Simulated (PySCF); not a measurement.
AlF2, doublet, geometry from GFN2-xTB (such geometries of metal compounds can be far from the true shape); DF-CAMB3LYP/def2-TZVPD (PySCF).

Here is a job for PySCF.
```python
from pyscf import gto, scf, dft

mol = gto.Mole()
mol.atom = '''
    Al   -0.00451449    0.34922303    0.00195349
    F     1.55484400   -0.23215983   -0.00125071
    F    -1.54832307   -0.27227344   -0.00157100
'''
mol.basis = 'def2-tzvpd'
mol.spin = 1
mol.verbose = 4
mol.max_memory = 1800
mol.build()

mf = dft.UKS(mol)
mf.xc = 'camb3lyp'
mf = mf.density_fit(auxbasis='def2-universal-jkfit')
mf.kernel()
```

Q: Write the output that PySCF gives for this input, abridged.

A: 
```
PySCF version 2.14.0

[INPUT] verbose = 4
[INPUT] num. atoms = 3
[INPUT] num. electrons = 31
[INPUT] charge = 0
[INPUT] spin (= nelec alpha-beta = 2S) = 1
[INPUT] symmetry False subgroup None
[INPUT] Mole.unit = angstrom
[INPUT] Symbol           X                Y                Z      unit          X                Y                Z       unit  Magmom
[INPUT]  1 Al    -0.004514490000   0.349223030000   0.001953490000 AA   -0.008531149692   0.659935883091   0.003691561087 Bohr   0.0
[INPUT]  2 F      1.554844000000  -0.232159830000  -0.001250710000 AA    2.938229326423  -0.438718495826  -0.002363499361 Bohr   0.0
[INPUT]  3 F     -1.548323070000  -0.272273440000  -0.001571000000 AA   -2.925906554646  -0.514522232593  -0.002968759742 Bohr   0.0

nuclear repulsion = 88.2175054535516
number of shells = 43
number of NR pGTOs = 179
number of NR cGTOs = 123
basis = def2-tzvpd
ecp = {}

******** <class 'pyscf.df.df_jk.DFUKS'> ********
method = DFUKS
initial guess = minao
damping factor = 0
level_shift factor = 0
DIIS = <class 'pyscf.scf.diis.CDIIS'>
diis_start_cycle = 1
diis_space = 8
diis_damp = 0
SCF conv_tol = 1e-09
SCF conv_tol_grad = None
SCF max_cycles = 50
direct_scf = False
number electrons alpha = 16  beta = 15
XC library pyscf.dft.libxc version 7.1.2
    S. Lehtola, C. Steigemann, M. J. T. Oliveira, and M. A. L. Marques,  SoftwareX 7, 1–5 (2018)
XC functionals = camb3lyp
    T. Yanai, D. P. Tew, and N. C. Handy,  Chem. Phys. Lett. 393, 51 (2004)
radial grids:
    Treutler-Ahlrichs [JCP 102, 346 (1995); DOI:10.1063/1.469408] (M4) radial grids

becke partition: Becke, JCP 88, 2547 (1988); DOI:10.1063/1.454033
pruning grids: <function nwchem_prune>
grids dens level: 3
symmetrized grids: False
atomic radii adjust function: <function treutler_atomic_radii_adjust>
small_rho_cutoff = 0
Set gradient conv threshold to 3.16228e-05
tot grids = 47704
******** <class 'pyscf.df.df.DF'> ********
auxbasis = def2-universal-jkfit
Create RSH-DF object <pyscf.df.df.DF object> for omega=0.33
******** <class 'pyscf.df.df.DF'> ********
auxbasis = auxmol.basis = def2-universal-jkfit
init E= -442.195228254984

cycle= 1 E= -442.147305280546  delta_E= 0.0479  |g|= 0.624  |ddm|= 1.15
cycle= 2 E= -441.978058700285  delta_E= 0.169  |g|= 1.03  |ddm|= 0.851
cycle= 3 E= -442.285651517403  delta_E= -0.308  |g|= 0.025  |ddm|= 0.474
cycle= 4 E= -442.286562178929  delta_E= -0.000911  |g|= 0.00988  |ddm|= 0.0668
cycle= 5 E= -442.286724700686  delta_E= -0.000163  |g|= 0.00373  |ddm|= 0.0245
cycle= 6 E= -442.286758059488  delta_E= -3.34e-05  |g|= 0.00102  |ddm|= 0.0144
cycle= 7 E= -442.286760044089  delta_E= -1.98e-06  |g|= 0.000245  |ddm|= 0.00328
cycle= 8 E= -442.286760120763  delta_E= -7.67e-08  |g|= 7.45e-05  |ddm|= 0.000605
cycle= 9 E= -442.286760124622  delta_E= -3.86e-09  |g|= 9.04e-06  |ddm|= 0.000129
cycle= 10 E= -442.286760124711  delta_E= -8.91e-11  |g|= 2.27e-06  |ddm|= 2e-05
Extra cycle  E= -442.286760124714  delta_E= -2.5e-12  |g|= 2.05e-06  |ddm|= 3.44e-06
converged SCF energy = -442.286760124714  <S^2> = 0.75106944  2S+1 = 2.0010692
```
